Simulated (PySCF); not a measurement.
Cr(O)(OH)4 (CrH4O5), SMILES [OH][Cr](=[O])([OH])([OH])[OH], multiplicity 1. Atoms are numbered in the order given.

```xyz
10

Cr    -0.0999     0.1247     0.0000
O     -0.3308     1.6583     0.0000
O      0.6073    -1.6031     0.0000
H      1.5751    -1.6416     0.0000
O     -0.9574    -0.2850    -1.4615
H     -0.7126    -1.2098    -1.6507
O      1.6898     0.4695     0.0000
H      1.8363     1.4301     0.0000
O     -0.9574    -0.2850     1.4615
H     -0.7126    -1.2098     1.6507
```

Geometry: B3LYP-D3(BJ)/def2-SVP. The spin state was assumed, not searched. Other conformers were not sampled.

Computed with PBE/pcSseg-1 run with PySCF.

GIAO shieldings, no solvent; atoms listed in one row are averaged. δ = σ(ref) − σ: ¹⁷O against H2O (σ = 334.3 ppm); ¹H against TMS (σ = 31.49 ppm), references at their B3LYP-D3(BJ)/def2-TZVP geometries, non-relativistic.

Computed chemical shifts:
```json
[
 {"nucleus": "¹⁷O", "atoms": "O2", "count": "1", "δ (ppm)": "1158.7"},
 {"nucleus": "¹⁷O", "atoms": "O5, O9", "count": "2", "δ (ppm)": "457.7"},
 {"nucleus": "¹⁷O", "atoms": "O7", "count": "1", "δ (ppm)": "454.9"},
 {"nucleus": "¹⁷O", "atoms": "O3", "count": "1", "δ (ppm)": "437.5"},
 {"nucleus": "¹H", "atoms": "H8", "count": "1", "δ (ppm)": "14.89"},
 {"nucleus": "¹H", "atoms": "H6, H10", "count": "2", "δ (ppm)": "13.74"},
 {"nucleus": "¹H", "atoms": "H4", "count": "1", "δ (ppm)": "12.74"}
]
```
